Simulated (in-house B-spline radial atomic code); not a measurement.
TDHF excitations of the boron ion B³⁺

Method: TDHF. Computed with an all-electron radial atomic-structure program (B-spline basis): linear response of the closed shell 1s2 with bare exchange (time-dependent Hartree-Fock); non-relativistic, point nucleus, no spin-orbit coupling, no double excitations, S, P, D and F terms only.

Command:
```bash
python run_td.py task.json out
```
Settings (radii: box in bohr, nucleus in fm):
```
Z                        5
electrons                2
configuration            1s2
hamiltonian              nr
method                   hf
box_radius               23.08
intervals                47
```

Run time, properties included: 0.1 s on 1 thread of Intel(R) Xeon(R) Platinum 8488C (Sapphire Rapids) (shared host).

The lowest states, in the order of their Tamm-Dancoff energies; the method's threshold (minus the highest occupied level) is 259.65 eV. Labels give the largest channel, * marks a mixed state, and oscillator strengths are full-response dipole values. Energies in eV:

```tsv
state	full response	Tamm-Dancoff	oscillator strength
1s → 2s 3S	?	?	-
1s → 2p 3P	202.96	202.99	-
1s → 2s 1S	203.28	203.33	-
1s → 2p 1P	206.08	206.10	0.605
1s → 3s 3S	233.61	233.63	-
1s → 3p 3P	234.82	234.83	-
1s → 3s 1S	234.87	234.88	-
1s → 3d 3D	235.44	235.44	-
1s → 3d 1D	235.47	235.47	-
1s → 3p 1P	235.68	235.69	0.136
1s → 4s 3S	?	?	-
1s → 4p 3P	245.78	245.78	-
1s → 4s 1S	245.79	245.80	-
1s → 4d 3D	246.03	246.03	-
1s → 4f 3F	246.04	246.04	-
1s → 4f 1F	246.04	246.04	-
```

Task: Where does 1s → 2s 3S lie?

Result: At 198.34 eV in full response, 198.42 eV in Tamm-Dancoff.

Task: Where does 1s → 4s 3S lie?

Result: At 245.29 eV in full response, 245.30 eV in Tamm-Dancoff.

Task: How large is the singlet-triplet splitting of 1s → 2s (S terms) in Tamm-Dancoff?

Result: 4.9 eV, from the unrounded values.

Task: What polarisabilities and dispersion coefficient does the method give?

Result: Dipole 0.01955 bohr³, quadrupole 0.00341 bohr⁵, C6 0.002582 hartree·bohr⁶ for two such species.
